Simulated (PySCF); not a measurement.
## Worked example: dipole moment from atomic charges

C2H4BrCl, SMILES C[C@@H](Cl)Br. Atoms are numbered in the order given.

```xyz
8

C     -1.6595    -1.0254     0.2883
C     -0.2136    -0.6504     0.4791
Cl     0.8499    -1.6933    -0.4905
Br     0.0781     1.2274     0.0424
H     -1.9551    -0.8981    -0.7622
H     -1.8041    -2.0788     0.5721
H     -2.3000    -0.3923     0.9190
H      0.1147    -0.7494     1.5201
```
Charge 0, spin multiplicity 1.

Geometry optimised at PBE0-D3(BJ)/def2-SVP.

Charges (e) from CAM-B3LYP/def2-TZVP (PySCF):

```json
[
 {"atom": "C1", "ESP fit": "-0.385", "Mulliken": "-0.339"},
 {"atom": "C2", "ESP fit": "-0.173", "Mulliken": "-0.036"},
 {"atom": "Cl3", "ESP fit": "-0.070", "Mulliken": "-0.099"},
 {"atom": "Br4", "ESP fit": "-0.076", "Mulliken": "-0.083"},
 {"atom": "H5", "ESP fit": "0.172", "Mulliken": "0.139"},
 {"atom": "H6", "ESP fit": "0.154", "Mulliken": "0.132"},
 {"atom": "H7", "ESP fit": "0.150", "Mulliken": "0.134"},
 {"atom": "H8", "ESP fit": "0.228", "Mulliken": "0.152"}
]
```

The dipole moment of the full density is 2.03 D.

**Question.** What dipole moment does each set of point charges give, and which comes closer to that of the density?

**Answer.** 
μ = Σ q r, and 1 e Å = 4.8032 D.
ESP fit: Σ q r = (-0.323, -0.172, 0.279) e Å, |μ| = 2.21 D.
Mulliken: Σ q r = (-0.321, -0.129, 0.254) e Å, |μ| = 2.06 D.
Mulliken comes closer in size. Point charges leave out the atoms' own dipoles (lone pairs, polarised bonds); fits to the potential absorb them, partitions of the density don't.
